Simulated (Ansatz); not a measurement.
The first iterations of a band of CH2OSe (5 atoms, charge 0, multiplicity 1).

These are results of RKS PBE0-D4/def2-mTZVP in Ansatz, not measurements.

```
movable images  : 7
climbing image  : yes
spring          : 5.0 eV/Å²
optimiser       : quadratic models (default)
start path      : through a guess of the saddle point
force threshold : 0.03 eV/Å
iteration limit : 24
end points      : relaxed
```

Initial state:

```xyz
5
Properties=species:S:1:pos:R:3
O -0.567 -0.856 -0.069
C 0.259 0.178 0.074
Se 1.764 0.108 0.973
H -1.334 -0.598 -0.600
H -0.072 1.094 -0.419
```

Final state:

```xyz
5
Properties=species:S:1:pos:R:3
O -0.895 -0.354 -0.424
C 0.151 0.361 -0.049
Se 1.507 -0.204 0.926
H -0.787 -1.253 -0.067
H 0.074 1.378 -0.427
```

| iteration | highest image above the first end (eV) | largest band force component (eV/Å) |
| --- | --- | --- |
| 1 | 1.801 | 19.160 |
| 2 | 0.607 | 1.622 |

Task: Does the band converge within its limit, and where does its top end?

Result: The forces met the threshold. It ended after 8 iterations with the highest image 0.425 eV above the first end. A vibrational analysis at the climbing image gives one clearly imaginary mode, 688i cm⁻¹: a first-order saddle point.

Run time: 9.4 min on 1 thread of Intel(R) Xeon(R) Processor @ 2.50GHz (Skylake/Cascade Lake), on a shared host, peak memory 0.17 GiB.
